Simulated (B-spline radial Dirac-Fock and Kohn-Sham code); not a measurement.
**Dipole and non-dipole photoemission parameters of Yb 5p1/2**

System: the Yb atom, configuration [Xe] 4f14 6s2; threshold 35.78 eV (orbital energy of the model). Method: Dirac-Hartree-Slater photoionisation with a Latter tail; cross sections with all multipoles, angular parameters from the dipole term and its interference with E2. Computed with a radial B-spline solver.

Input of the calculation (task.json; shells as n, l, electrons):

```json
{"items": [{
  "Z": 70,
  "q": 0,
  "cfg": [[1, 0, 2], [2, 0, 2], [2, 1, 6], [3, 0, 2], [3, 1, 6], [3, 2, 10], [4, 0, 2], [4, 1, 6], [4, 2, 10], [4, 3, 14], [5, 0, 2], [5, 1, 6], [6, 0, 2]],
  "A": 174,
  "rrms": 5.3108,
  "do": "xps",
  "hv": [55.1, 59.9, 60, 68.6, 73.8, 111.0, 200, 240.0, 252.0, 264.0, 300, 393.0, 622.0, 707.0, 756.0, 1000, 1170.0, 1253.6, 1590.0, 1930.0, 2810.0, 2984.4, 3180.0, 4060.0, 5414.7, 6070.0, 6330.0, 6930.0, 10500.0, 15000],
  "edges": {"K": 61332.0, "L1": 10486.0, "L2": 9978.0, "L3": 8944.0, "M1": 2398.0, "M2": 2173.0, "M3": 1950.0, "M4": 1576.0, "M5": 1528.0, "N1": 480.5, "N2": 388.7, "N3": 339.7, "N4": 191.2, "N5": 182.4}
}]}
```

Run with: `python xray2_run.py task.json out`

```
hν (eV)  σ (kb)       β       γ       δ
   55.1    1710   1.917   0.031  -0.006
   59.9    1250   1.894   0.077  -0.008
     60    1240   1.893   0.078  -0.008
   68.6     740   1.798   0.172  -0.013
   73.8     561   1.716   0.227  -0.016
    111     133   0.863   0.394  -0.025
    200    34.9  -0.026  -0.037   0.028
    240    28.0   0.164  -0.059   0.038
    252    26.7   0.233  -0.048   0.040
    264    25.5   0.303  -0.034   0.040
    300    22.6   0.503   0.026   0.039
    393    17.9   0.892   0.182   0.031
    622    11.5   1.346   0.343   0.013
    707    10.0   1.429   0.347   0.009
    756    9.27   1.467   0.343   0.007
   1000    6.63   1.589   0.282   0.002
   1170    5.40   1.635   0.226   0.000
 1253.6    4.91   1.652   0.199   0.000
   1590    3.49   1.693   0.104  -0.002
   1930    2.59   1.711   0.037  -0.003
   2810       ?       ?       ?       ?
 2984.4    1.24   1.713  -0.017  -0.004
   3180    1.10   1.710  -0.010  -0.004
   4060   0.698   1.689   0.059  -0.004
 5414.7   0.393   1.650   0.224  -0.002
   6070   0.309   1.630   0.315   0.000
   6330   0.283   1.623   0.352   0.000
   6930   0.233   1.605   0.436   0.003
  10500  0.0909   1.512   0.908   0.020
  15000  0.0383   1.416   1.404   0.047
```

Task: Give the values at 2810 eV.

Result: σ = 1.38 kb, β = 1.716, γ = -0.020, δ = -0.004.
